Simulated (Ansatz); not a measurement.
Isolated molecules relaxed with PBE0-D4/def2-TZVP in Ansatz; ΔE leaves out vibrations. CCSD(T)/CBS is the MP2 limit (def2-TZVPP, def2-QZVPP) plus CCSD(T) − MP2 in def2-TZVPP, frozen cores. DFT in def2-TZVPP. For Br outer-core shells are correlated without core-valence functions, which leaves a few kJ/mol of doubt a bond. Scalar relativity is left out up to krypton. Each species was taken in one conformer, which may not be the lowest.

`O[SiH](F)[SiH2]Br` + HBr → `Br[SiH2]Br` + `O[SiH2]F`  (cleavage of the Si–Si bond)

CCSD(T)/CBS gives -102.4 kJ/mol.

(1) Another level gave -86.0 kJ/mol. Which?
A. ωB97M-V/def2-TZVPP
B. r2SCANh-D4/def2-TZVPP
C. B97M-V/def2-TZVPP
D. PBE/def2-TZVPP

Largest T1 diagnostic among the species: 0.011.

Answers

(1) D. PBE -86.0, r2SCANh-D4 -97.4, ωB97M-V -102.4, B97M-V -92.2 kJ/mol.

From PBE to PBE0 (25 % exact exchange), in def2-TZVPP and without D4, ΔE moves by −7.3 kJ/mol. Leaving LDA and LC-ωPBE aside and taking each functional with its dispersion term where it has one, the values, not all of them listed here, spread over 22.6 kJ/mol, from B2PLYP to revPBE-D4. LDA lies +5.4 kJ/mol from PBE without D4.
